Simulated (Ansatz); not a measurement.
Ligand exchange: C2H10OSi2 + C3H5NO → CH8O2Si2 + C4H7N

Species: C2H10OSi2 `CO[SiH](C)[SiH3]`, singlet; C3H5NO (3-hydroxypropionitrile) `N#CCCO`, singlet; CH8O2Si2 `CO[SiH](O)[SiH3]`, singlet; C4H7N (butyronitrile) `CCCC#N`, singlet. The partners trade CH3 for OH: Si–CH3 and C–OH bonds give way to Si–OH and C–CH3.

Shapes, held fixed at every level: PBE0-D4/def2-TZVP. Flexible molecules stand in one conformer, not always the lowest. Programs: Ansatz 0.2.0. Electronic energies: no zero-point or thermal term.

```
               level                    kind  ΔE (kJ/mol)  less CCSD(T)/CBS estimate
  PBE0-D4/def2-TZVPP           global hybrid       -143.2                      +10.7
  wB97M-V/def2-TZVPP  range-separated hybrid       -149.1                       +4.8
  wB97X-V/def2-TZVPP  range-separated hybrid       -147.3                       +6.6
   B2PLYP/def2-TZVPP           double hybrid       -153.3                       +0.6
      MP2/def2-TZVPP     perturbation theory       -158.1                       -4.2
  CCSD(T)/def2-TZVPP   coupled cluster or CI       -151.7                       +2.2
     CCSD/def2-TZVPP   coupled cluster or CI       -152.9                       +1.0
CCSD(T)/CBS estimate   coupled cluster or CI       -153.9                        0.0
```

The highest level, CCSD(T)/CBS estimate, gives ΔE = -153.9 kJ/mol; the levels span -158.1 to -143.2. The column of differences is taken from that level and isn't an error. No measured value is set beside it here. The CBS estimate extrapolates MP2 from def2-TZVPP and def2-QZVPP and adds CCSD(T) − MP2 in the triple-zeta set, cores frozen.
